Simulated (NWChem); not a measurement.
A series in which one site is exchanged, each optimised at PBE0/def2-SVP with NWChem, gas phase unless a solvent is named. Some are not confirmed as minima by frequencies. def2 effective core potentials on Sn, I; no spin-orbit coupling.

A: [F][Sn]([F])([F])[I] (SnIF₃; site = I)
B: [F][Sn]([F])([F])[Br] (SnBrF$_{3}$; site = Br)
C: [F][Sn]([F])([F])[Cl] (SnClF3; site = Cl)
D: [F][SnH]([F])[F] (SnHF3; site = H)

| quantity | A | B | C | D |
|---|---|---|---|---|
| dipole (D), PBE0/def2-SVP | 3.07 | (withheld) | 1.40 | 3.37 |
| orbital gap (eV), PBE0/def2-SVP | 5.39 | (withheld) | 6.88 | 8.67 |
| vertical ionisation energy, ΔSCF, B3LYP/def2-SVP (eV) | 11.34 | (withheld) | 13.02 | 13.16 |
| lowest singlet excitation, B3LYP/def2-SVPD, TDA (eV) | 3.71 | (withheld) | 5.02 | 7.07 |

### Question
What belongs in the gaps?

### Answer

- dipole (D), PBE0/def2-SVP, B: 2.11
- orbital gap (eV), PBE0/def2-SVP, B: 6.25
- vertical ionisation energy, ΔSCF, B3LYP/def2-SVP (eV), B: 12.34
- lowest singlet excitation, B3LYP/def2-SVPD, TDA (eV), B: 4.44
